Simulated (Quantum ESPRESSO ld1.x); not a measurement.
Pm4+, configuration [Kr] 4d10 4f4 5s2 5p5 (not the ground configuration). All-electron calculation, scalar-relativistic Kohn-Sham, B86b exchange with PBE correlation, spin-unpolarised, spherical densities, point nucleus. Program: ld1.x of Quantum ESPRESSO 7.5.

Normalised radial functions P(r) = r R(r), r in bohr:

r               4s      4f
0.0008227   0.0797  0.0000
0.001089    0.1005  0.0000
0.001429    0.1254  0.0000
0.001891    0.1561  0.0000
0.002482    0.1912  0.0000
0.003283    0.2323  0.0000
0.00431     0.2754  0.0000
0.005702    0.3194  0.0000
0.007545    0.3563  0.0000
0.009903    0.3748  0.0000
0.0131      0.3606  0.0001
0.0172      0.2964  0.0002
0.02276     0.1611  0.0005
0.02987    -0.0421  0.0012
0.03952    -0.2992  0.0032
0.05229    -0.5278  0.0082
0.06864    -0.5990  0.0195
0.09082    -0.3878  0.0450
0.1192      0.1071  0.0951
0.1577      0.6865  0.1896
0.207       0.8890  0.3377
0.2739      0.3862  0.5483
0.3624     -0.6347  0.7845
0.4757     -1.4217  0.9735
0.6295     -1.4563  1.0475
0.8262     -0.9138  0.9723
1.093      -0.3519  0.7813
1.435      -0.0840  0.5498
1.899      -0.0102  0.3209
2.512      -0.0006  0.1479
3.297      0.0000  0.0516
4.363      0.0000  0.0112

4s: eigenvalue -363.63 eV, 3 radial nodes at r = 0.0284, 0.113, 0.307 bohr, <r> = 0.592 bohr, 90 % of the charge inside 0.850 bohr. 4f: eigenvalue -46.174 eV, 0 radial nodes, <r> = 0.911 bohr, 90 % of the charge inside 1.54 bohr.
